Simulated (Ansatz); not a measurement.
[CuF2]- (CuF₂⁻). The state is a triplet with charge -1. Geometry PBE0-D4/def2-TZVPD, that of the charge -1 singlet; atoms count from 1.

```xyz
3

Cu    0.000    0.000    0.000
F    -1.067   -1.048   -1.011
F     1.067    1.048    1.011
```

The highest occupied level of the charge -1 triplet lies above zero (up to 1.29 eV). By energy differences its removal costs 0.37 eV (vertical, to the charge 0 doublet, at PBE0-D4/def2-TZVPD), and other spins of that charge weren't run; a positive level beside a positive removal energy at the same level points to self-interaction error. At PBE0-D4/def2-TZVPD a singlet of charge -1 lies 3.12 eV below the triplet at the same geometry.

**Question.** Estimate the Mulliken populations from the PBE0/def2-TZVPD orbitals of Ansatz.

**Answer.** 
| atom | charge (e) | spin (α − β) | d electrons |
| --- | --- | --- | --- |
| Cu1 | -0.50 | 2.60 | 9.23 |
| F2 | -0.25 | -0.30 | – |
| F3 | -0.25 | -0.30 | – |
Mulliken values and Mayer orders depend strongly on the basis. With diffuse functions, as here, like atoms can get unlike values, and bond orders can come out too low or too high.

**Question.** Where does the spin sit?

**Answer.** Summed by element: Cu 2.60, F -0.60, of 2 unpaired in all. Largest on single atoms: Cu1 2.60, F2 -0.30, F3 -0.30.
